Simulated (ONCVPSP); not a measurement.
# cadmium: excitation energies, all-electron against ONCV

- Element: cadmium
- Generator: ONCVPSP 4.0.1
- Type: optimised norm-conserving Vanderbilt (ONCV)
- Functional: PBE
- Relativity: scalar-relativistic
- Frozen core: [Ar] 3d10
- Valence charge: 20
- Reference configuration: 4s2 4p6 4d9 (charge +3)
- Partial waves: 4s: rc 1.15 bohr, ncon 4, nbas 7, qcut 8.5 1/bohr, 1 projector; 4p: rc 1.35 bohr, ncon 5, nbas 9, qcut 9.8 1/bohr, 2 projectors, debl 1.1 Ha; 4d: rc 1.80 bohr, ncon 4, nbas 8, qcut 9.7 1/bohr, 2 projectors, debl 1 Ha
- Local potential: polynomial inside 1.00 bohr (lpopt 5, dvloc0 2 Ha)
- Core correction: Teter function fitted to the true core (icmod 2), fcfact 0.5

In the p channel the program set the typed energies aside and used -3.758, 0.250 Ha. In the d channel the program set the typed energies aside and used -1.684, 0.250 Ha.

Energies are relative to the spin-unpolarised reference configuration 4s2 4p6 4d9; without spin polarisation the order of configurations can differ from experiment.

(1) Give the all-electron excitation energy and the error of the potential for: 4s2 4p6 4d10 5s2; 4s2 4p6 4d10 5s1; 4s2 4p6 4d10; 4s2 4p5 4d10 5s2.

Levels in the configuration 4s2 4p6 4d10:

```csv
level,all-electron (eV),pseudo (eV)
4s,-124.825,-124.844
4p,-85.900,-85.908
4d,-30.444,-30.456
```

Answers

(1)

```csv
valence configuration,charge,ΔE all-electron (eV),error AE − PS (meV)
4s2 4p6 4d10 5s2,0,-64.407,+835
4s2 4p6 4d10 5s1,+1,-55.135,+544
4s2 4p6 4d10,+2,-38.009,+13
4s2 4p5 4d10 5s2,+1,9.793,+1377
```
